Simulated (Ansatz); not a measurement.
Computed with Ansatz on PBE0-D4/def2-TZVP structures; ΔE is electronic, products minus reactants. CBS: MP2 limit from def2 TZ/QZ plus the TZ coupled-cluster correction, frozen cores. DFT in def2-TZVPP. B3LYP here is the variant with VWN-RPA as its local correlation; programs differ in this. For Ge outer-core shells are correlated without core-valence functions, which leaves a few kJ/mol of doubt a bond. Scalar relativity is left out up to krypton. One conformer a species, not always the lowest.

Reaction (ligand exchange at a B–N bond): `B[N](C)[GeH3]` + `C=C[NH][GeH3]` → `B[N]([GeH3])C=C` + `C[NH][GeH3]`

```csv
level,ΔE (kJ/mol),difference from CCSD(T)/CBS
PBE-D4,14.0,5.9
PBE0-D4,12.9,4.8
B3LYP-D4,13.0,4.9
ωB97M-V,12.3,4.2
r2SCAN,14.3,6.2
PBE0,14.5,6.4
B3LYP,16.0,7.9
HF/def2-TZVPP,13.7,5.6
MP2/def2-TZVPP,10.4,2.3
SCS-MP2/def2-TZVPP,11.1,3.0
CCSD/def2-TZVPP,10.6,2.5
CCSD(T)/def2-TZVPP,10.1,2.0
HF/def2-QZVPP,13.8,5.7
MP2/def2-QZVPP,9.2,1.1
HF/CBS(def2),13.8,5.7
CCSD/CBS(def2),8.6,0.5
CCSD(T)/CBS,8.1,0
```

Largest T1 diagnostic among the species: 0.013.

In def2-TZVPP, CCSD(T) changes the Hartree–Fock value by −3.6 kJ/mol (the triples alone add −0.5 kJ/mol) and MP2 by −3.3 kJ/mol.
